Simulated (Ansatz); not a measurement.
Consider the formal exchange of groups at a B–C bond: `OCB[SiH3]` + `B[SiH2]C` → `B[SiH](C)B[SiH3]` + CH₃OH.

Program: Ansatz. Geometries: PBE0-D4/def2-TZVP. ΔE: electronic, gas phase. CBS: MP2 limit from def2 TZ/QZ plus the TZ coupled-cluster correction, frozen cores. This one scheme is used for every species. DFT in def2-TZVPP. Each species was taken in one conformer, which may not be the lowest.

Q: Is it downhill or uphill in electronic energy at CCSD(T)/CBS, and by how much? (Best estimate.)

A: Ansatz gave: Uphill: ΔE = +0.08 eV.

Q: What do these levels give: r2SCAN-D4, ωB97M-V, B2PLYP, PBE, r2SCAN, HF/def2-TZVPP, SCS-MP2/def2-TZVPP, CCSD/def2-TZVPP, CCSD(T)/def2-TZVPP, SCS-MP2/def2-QZVPP, MP2/CBS(def2), CCSD/CBS(def2)? (Estimate.)

A: Ansatz gave: r2SCAN-D4 0.06, ωB97M-V 0.16, B2PLYP 0.15, PBE 0.05, r2SCAN 0.07, HF/def2-TZVPP 0.26, SCS-MP2/def2-TZVPP 0.14, CCSD/def2-TZVPP 0.11, CCSD(T)/def2-TZVPP 0.08, SCS-MP2/def2-QZVPP 0.14, MP2/CBS(def2) 0.12, CCSD/CBS(def2) 0.11 eV.

Largest T1 diagnostic among the species: 0.015.

From PBE to PBE0 (25 % exact exchange), in def2-TZVPP and without D4, ΔE moves by +0.04 eV. In def2-TZVPP, CCSD(T) changes the Hartree–Fock value by −0.18 eV (the triples alone add −0.03 eV) and MP2 by −0.14 eV.
